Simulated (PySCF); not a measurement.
Magnetisability: `OCC[C@@H](F)Br`, C₃H₆BrFO

Geometry:
```csv
atom,x (Å),y (Å),z (Å)
O1,-1.994,0.099,0.920
C2,-0.984,0.345,-0.029
C3,0.189,-0.574,0.310
C4,1.469,-0.227,-0.421
F5,2.355,-1.244,-0.336
Br6,1.175,0.138,-2.333
H7,-2.776,0.612,0.693
H8,-0.659,1.397,0.017
H9,-1.344,0.137,-1.044
H10,0.377,-0.516,1.384
H11,-0.089,-1.604,0.074
H12,1.957,0.673,-0.030
```

Computed with PySCF 2.14.0, GIAO CAM-B3LYP/pcSseg-1 magnetisability, rotational g tensor and spin-rotation constants, non-relativistic, gas phase. Geometry: GFN2-xTB, dihedral held. The dihedral C2–C3–C4–Br6 is held at 315°.

The calculation is non-relativistic, which matters for the atoms heavier than Zn.

(1) How diamagnetic is it, and how anisotropic?

(2) Split it along the inertial axes a, b, c into diamagnetic and paramagnetic parts about the centre of mass, with the quadrupole moment.

(3) And the rotational g tensor?

Answers

(1) Isotropic -1219 × 10⁻³⁰ J/T², or -73.4 × 10⁻⁶ cm³/mol; principal values -1306, -1222, -1130 × 10⁻³⁰ J/T², anisotropy 152 × 10⁻³⁰ J/T² (root of half the summed squared differences of the principal values). The susceptibility is in cgs units.

(2) 
| axis | χ (10⁻⁶ cm³/mol) | diamagnetic (10⁻⁶ cm³/mol) | paramagnetic (10⁻⁶ cm³/mol) | summed x² of all electrons (Å²) | quadrupole Θ (D Å) |
| --- | --- | --- | --- | --- | --- |
| a | -77.5 | -418.7 | 341.2 | 213.8 | -3.85 |
| b | -74.5 | -978.5 | 903.9 | 81.9 | +2.06 |
| c | -68.2 | -1254.6 | 1186.4 | 16.8 | +1.80 |

Anisotropies 2χaa − χbb − χcc = -12.2 and 2χbb − χaa − χcc = -3.3 × 10⁻⁶ cm³/mol. Θ is traceless in Buckingham's convention.

(3) 
```tsv
axis	rotational constant (GHz)	g	nuclear part	electronic part
a	3.3440	-0.0095	0.5266	-0.5361
b	1.2576	-0.0074	0.5267	-0.5341
c	0.9428	-0.0083	0.5172	-0.5255
```
Asymmetric top; isotopes 79Br, 12C, 19F, 1H, 16O; no vibrational averaging.
